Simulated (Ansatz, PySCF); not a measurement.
Gas-phase reaction (SMILES): N[Si](O)(O)O + Cl (HCl) -> O[Si](O)(O)Cl + N (NH3); hydrogen chloride cleaves one Si-N bond, a model of a ligand-exchange step.

Structures are relaxed separately at B3LYP-D3(BJ)/def2-TZVP in Ansatz (an electronic-structure program), one conformer each, not searched for the lowest. Valence correlation only, unless marked. No spin-orbit coupling. Non-relativistic. CBS marks a two-point X^-3 extrapolation of the correlation energy; Hartree-Fock from the larger set. The bracket is a focal-point correction in the basis named. Thermal terms are rigid-rotor harmonic-oscillator values from B3LYP-D3(BJ) frequencies (Ansatz or PySCF) at 298.15 K and 1 atm. 1 Eh = 627.5095 kcal/mol.

```json
[
 {"species": "N[Si](O)(O)O", "E, RI-MP2/CBS(aug-cc-pV(T+d)Z,aug-cc-pV(Q+d)Z)+[CCSD(T)-MP2]/aug-cc-pV(T+d)Z (Ansatz) (Eh)": "-572.51850", "E, B3LYP-D3(BJ)/def2-TZVPD (Ansatz + dftd3) (Eh)": "-573.30366", "H - E (Eh)": "0.07786", "G - E (Eh)": "0.03793"},
 {"species": "Cl (HCl)", "E, RI-MP2/CBS(aug-cc-pV(T+d)Z,aug-cc-pV(Q+d)Z)+[CCSD(T)-MP2]/aug-cc-pV(T+d)Z (Ansatz) (Eh)": "-460.37874", "E, B3LYP-D3(BJ)/def2-TZVPD (Ansatz + dftd3) (Eh)": "-460.83744", "H - E (Eh)": "0.01000", "G - E (Eh)": "-0.01120"},
 {"species": "O[Si](O)(O)Cl", "E, RI-MP2/CBS(aug-cc-pV(T+d)Z,aug-cc-pV(Q+d)Z)+[CCSD(T)-MP2]/aug-cc-pV(T+d)Z (Ansatz) (Eh)": "-976.40476", "E, B3LYP-D3(BJ)/def2-TZVPD (Ansatz + dftd3) (Eh)": "-977.56778", "H - E (Eh)": "0.05273", "G - E (Eh)": "0.01437"},
 {"species": "N (NH3)", "E, RI-MP2/CBS(aug-cc-pV(T+d)Z,aug-cc-pV(Q+d)Z)+[CCSD(T)-MP2]/aug-cc-pV(T+d)Z (Ansatz) (Eh)": "-56.50756", "E, B3LYP-D3(BJ)/def2-TZVPD (Ansatz + dftd3) (Eh)": "-56.58902", "H - E (Eh)": "0.03799", "G - E (Eh)": "0.01614"}
]
```

Problem. Work out ΔE and ΔH, ΔG, ΔS and the equilibrium constant at 298.15 K at the first level, then ΔH at the second.

Solution. 
1. ΔE = [(-976.40476) + (-56.50756)] - [(-572.51850) + (-460.37874)] = -0.01508 Eh = -9.5 kcal/mol at RI-MP2/CBS(aug-cc-pV(T+d)Z,aug-cc-pV(Q+d)Z)+[CCSD(T)-MP2]/aug-cc-pV(T+d)Z.
2. The terms H - E add up to 0.00286 Eh, so ΔH = (-0.01508 + (0.00286))×627.5095 = -7.7 kcal/mol.
3. The terms G - E add up to 0.00378 Eh, so ΔG = -7.1 kcal/mol, and ΔS = (0.00286 - (0.00378))×627509.5/298.15 = -1.9 cal/(mol K).
4. log10 K = -ΔG/(RT ln 10) = 5.2, with RT ln 10 = 1.3642 kcal/mol.
5. At B3LYP-D3(BJ)/def2-TZVPD the same steps give ΔE = -9.9 and ΔH = -8.1 kcal/mol, a shift of -0.4 from the first level.
6. These values are not checked against measurement here, since the tables used lack a sound gas-phase enthalpy of formation for at least one species.
